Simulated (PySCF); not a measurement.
**Does the structure fit the spectrum?**

A compound C3H8O2Si gives the data below (simulated from a calculation) and was assigned the structure `CO[SiH2]C(C)=O`.

13C{1H} NMR (computed): δ 247.0 (CH), 65.5 (CH3), 62.2 (CH2).

1H NMR (500 MHz, computed): δ 12.38 (t, 1H), 4.43 (m, 2H), 3.48 (t, 2H), 3.47 (s, 3H).

Method: coordinates at the GFN2-xTB level, shieldings: GIAO PBE0/pcSseg-1, in PySCF (averaged over atoms made equivalent by symmetry, fast rotation or ring inversion, in vacuum, non-relativistic Hamiltonian, one computed conformer).

Shifts are taken against calculated references (same method and geometry level): 1H (σ = 31.72 ppm) and 13C (σ = 186.93 ppm) vs TMS.

Question: Compare with the shifts computed for the proposed structure, pairing carbons in order of shift.

Answer: Numbering as in the mapped SMILES `[CH3:1][O:2][SiH2:3][C:4]([CH3:5])=[O:6]` (H(Xn): hydrogen on atom n).

```
atom  computed for proposal  given list  difference
  C4                  246.7       247.0        -0.3
  C1                   54.1        65.5       -11.4
  C5                   41.4        62.2       -20.8
```

The rms difference is 13.7 ppm and the largest -20.8 ppm at C5 (methyl carbon α to a carbonyl). The carbon types in order of shift don't match either: C, CH3, CH3 for the proposal against CH, CH3, CH2 in the data. The proposal doesn't fit.

Question: Which isomer fits?

Answer: `COC[SiH2]C=O`.

1. Carbon types of the structure: 1 × CH, 1 × CH2, 1 × CH3, leaving 2 H on heteroatoms.
2. δC 247.0: carbonyl carbon.
3. δC 65.5: methyl carbon bonded to O; the inductive effect lowers its shielding.
4. δC 62.2: sp3 CH2 bonded to O and Si; the inductive effect lowers its shielding.
5. δH 12.38: hydrogen on a carbonyl carbon.

Other isomers checked: CC(=O)CO[SiH3] (rms 26.2 ppm); CC(=O)C[SiH2]O (rms 28.9 ppm).

This is the structure that produced the data.

Shifts are as computed. Against solution values, carbons near 30 ppm lie about +3 ppm off and those near 130 ppm about +5 ppm. Of 1309 compounds with measured shifts, 239 miss one by over three times the rms of a fit or turn the order of signals round; such compounds aren't used in these exercises. No couplings were computed; multiplicities are counted from neighbouring protons, with m where these are inequivalent, close in shift, in a saturated or five-membered ring or joined by F or P, and br s for small geminal =CH2 splittings.
